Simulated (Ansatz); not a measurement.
Start from `FB(F)C[SiH3]` and change one atom or group to get `F[B](F)[AlH2]`.

Ansatz, PBE0-D4/def2-TZVP geometries, multiplicity 1. Each molecule was computed in one conformer, which needn't be the lowest.

```
                                          property  `FB(F)C[SiH3]`
size of the dipole moment (ωB97M-V/def2-TZVPP) / D            1.70
               LUMO energy (B3LYP/def2-TZVPP) / eV           -0.27
             LUMO energy (ωB97M-V/def2-TZVPP) / eV            1.68
                 HOMO energy (PBE/def2-TZVPP) / eV           -8.10
                 LUMO energy (PBE/def2-TZVPP) / eV           -1.00
  size of the dipole moment (B3LYP/def2-TZVPP) / D            1.73
```

Task: Give the same properties after the change, and the shifts. (An estimate is asked.)

Result: Computed: 
| property | `F[B](F)[AlH2]` | shift |
| --- | --- | --- |
| size of the dipole moment (ωB97M-V/def2-TZVPP) / D | 0.95 | -0.75 |
| LUMO energy (B3LYP/def2-TZVPP) / eV | -2.24 | -1.97 |
| LUMO energy (ωB97M-V/def2-TZVPP) / eV | -0.40 | -2.08 |
| HOMO energy (PBE/def2-TZVPP) / eV | -6.86 | 1.24 |
| LUMO energy (PBE/def2-TZVPP) / eV | -2.79 | -1.79 |
| size of the dipole moment (B3LYP/def2-TZVPP) / D | 0.96 | -0.77 |

With PBE0 the HOMO rises by 1.35 eV and the LUMO falls by 2.01 eV, so the gap narrows by about 3.36 eV. PBE moves the HOMO by 1.24 eV and ωB97M-V by 1.44 eV. Dipoles are sizes alone; their direction can turn.

B3LYP here is the variant with VWN-RPA as its local correlation; programs differ in this.
